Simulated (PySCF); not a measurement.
2-methyl-6-hepten-3-ol, C8H16O.
Atom-mapped SMILES: `[CH2:1]=[CH:2][CH2:3][CH2:4][C@H:5]([OH:6])[CH:7]([CH3:8])[CH3:9]` (hydrogens: H10, H11 on C1; H12 on C2; H13, H14 on C3; H15, H16 on C4; H17 on C5; H18 on O6; H19 on C7; H20, H21, H22 on C8; H23, H24, H25 on C9)

Method: PySCF, PBE0-D3(BJ)/def2-SVP geometry optimisation, gas phase; density fitting, grid level 2; the optimiser is geomeTRIC in internal coordinates, started from a GFN2-xTB structure.

Step 0: E = -10584.0581 eV
```
atom  x, y, z in Å  |  force x, y, z in eV/Å
C1      4.0586    0.8042    0.3986    0.328   0.213   0.034
C2      3.1842    0.0310   -0.2167   -0.636  -0.414   0.287
C3      1.9325   -0.4929    0.4081   -0.014   0.401  -0.659
C4      0.6915    0.0214   -0.3299   -0.110  -0.606   0.927
C5     -0.5986   -0.5484    0.2742    0.024  -0.095  -0.980
O6     -0.5597   -1.9609    0.2790    0.032  -0.047   0.082
C7     -1.8673   -0.0427   -0.4455   -0.107   0.105   0.842
C8     -1.9723    1.4805   -0.4463    0.110  -0.653  -0.229
C9     -3.1036   -0.6425    0.2238    0.475   0.058  -0.433
H10     4.9486    1.1655   -0.0880    0.501   0.199  -0.336
H11     3.9228    1.1047    1.4248   -0.122   0.146   0.617
H12     3.3414   -0.2525   -1.2501    0.155  -0.107  -0.521
H13     1.9343   -1.5859    0.3768   -0.082  -0.304   0.066
H14     1.8813   -0.1875    1.4543    0.001   0.024   0.383
H15     0.6749    1.1091   -0.2736    0.009   0.383  -0.100
H16     0.7478   -0.2653   -1.3847   -0.040   0.000  -0.400
H17    -0.6564   -0.2730    1.3331   -0.033   0.177   0.262
H18    -0.4935   -2.2598   -0.6357   -0.017   0.052   0.000
H19    -1.8267   -0.3954   -1.4848    0.091  -0.115  -0.272
H20    -1.8612    1.8678    0.5643    0.027   0.229   0.438
H21    -2.9489    1.7789   -0.8215   -0.371   0.210  -0.131
H22    -1.2165    1.9358   -1.0802    0.304   0.286  -0.224
H23    -3.2356   -0.2129    1.2143   -0.106   0.169   0.461
H24    -2.9940   -1.7186    0.3305    0.007  -0.405   0.069
H25    -3.9944   -0.4366   -0.3647   -0.425   0.094  -0.184
```

Task: Estimate the geometry and energy of step 1. (The exact step hangs on the optimiser's Hessian estimate; all steps are aligned on step 0, rigid shifts and turns removed.)

Result: E = -10584.1368 eV, largest force 0.186 eV/Å
```
atom  x, y, z in Å  |  force x, y, z in eV/Å
C1      4.1074    0.7933    0.4041    0.028   0.032   0.070
C2      3.2022    0.0310   -0.2098    0.026   0.004  -0.150
C3      1.9362   -0.4726    0.3983   -0.049  -0.088   0.134
C4      0.6843    0.0313   -0.3139    0.008   0.086  -0.149
C5     -0.6044   -0.5456    0.2614    0.006   0.001   0.185
O6     -0.5538   -1.9569    0.2811   -0.008   0.009  -0.014
C7     -1.8831   -0.0497   -0.4296    0.064  -0.029  -0.139
C8     -1.9846    1.4701   -0.4608   -0.007   0.073   0.029
C9     -3.1142   -0.6620    0.2249   -0.066  -0.008   0.053
H10     5.0134    1.1372   -0.1032   -0.022  -0.019   0.002
H11     3.9759    1.0983    1.4489    0.011   0.000  -0.033
H12     3.3748   -0.2476   -1.2605   -0.011   0.011   0.056
H13     1.9185   -1.5772    0.3802    0.008   0.050   0.008
H14     1.8934   -0.1813    1.4633    0.002  -0.025  -0.046
H15     0.6625    1.1327   -0.2659   -0.017  -0.059  -0.006
H16     0.7363   -0.2255   -1.3925    0.001   0.024   0.060
H17    -0.6650   -0.2528    1.3293   -0.002  -0.025  -0.075
H18    -0.5201   -2.2548   -0.6358   -0.002  -0.010  -0.005
H19    -1.8325   -0.4122   -1.4793   -0.005   0.022   0.065
H20    -1.8948    1.8865    0.5583   -0.011  -0.005  -0.044
H21    -2.9617    1.7870   -0.8584    0.023  -0.013   0.003
H22    -1.2086    1.9376   -1.0851   -0.012  -0.017   0.017
H23    -3.2527   -0.2536    1.2413    0.004  -0.028  -0.031
H24    -3.0146   -1.7526    0.3149    0.006   0.018  -0.006
H25    -4.0256   -0.4364   -0.3512    0.025  -0.003   0.015
```

The energy changes by -0.0787 eV. The first-order estimate −F·Δx gives -0.1713 eV and the mean of the old and new forces, exact on a quadratic surface, -0.0786 eV. The step makes an angle of 70° with the force vector and moves no atom by more than 0.072 Å.

What follows is the cost of the whole optimisation. On one thread of an Intel Xeon Platinum 8488C, no GPU, on a shared host, this took 3.1 min of wall time and 0.94 GiB of memory at its peak.
